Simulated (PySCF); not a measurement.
Geometries of 2 isomers of C3H9As, from PySCF 2.14.0, PBE0-D3(BJ)/def2-SVP geometry optimisation, gas phase. One conformer each, no zero-point energy, no frequencies.

Question: Which isomer lies lower at this level?
A.
```xyz
13
angstrom
C     -0.406    1.628    0.368
As    -0.173   -0.187    1.086
C      1.601   -0.528    0.309
C     -1.221   -1.125   -0.288
H     -0.163    1.673   -0.705
H      0.245    2.326    0.915
H     -1.448    1.947    0.514
H      1.621   -0.303   -0.768
H      1.872   -1.583    0.462
H      2.350    0.095    0.821
H     -0.942   -0.801   -1.302
H     -1.054   -2.209   -0.198
H     -2.292   -0.930   -0.129
```
B.
```xyz
13
angstrom
C     -2.087   -0.154   -0.123
C     -0.669    0.392   -0.085
As     0.532   -0.517   -1.370
C      2.232    0.201   -0.685
H     -2.524   -0.076   -1.131
H     -2.119   -1.216    0.169
H     -2.746    0.396    0.567
H     -0.238    0.315    0.926
H     -0.655    1.459   -0.360
H      0.598   -1.828   -0.583
H      2.325    1.249   -1.006
H      2.291    0.155    0.412
H      3.070   -0.364   -1.118
```

Answer: A. That is trimethyl arsine (`C[As](C)C`), 4.3 kcal/mol below the other.

| SMILES | atoms numbered as above | E (Eh) | relative (kcal/mol) | relative (kJ/mol) | dipole (D) |
| --- | --- | --- | --- | --- | --- |
| C[As](C)C | [CH3:1][As:2]([CH3:3])[CH3:4] | -2354.83735 | 0.0 | 0.0 | 1.03 |
| CC[AsH]C | [CH3:1][CH2:2][AsH:3][CH3:4] | -2354.83055 | 4.3 | 17.9 | 1.12 |
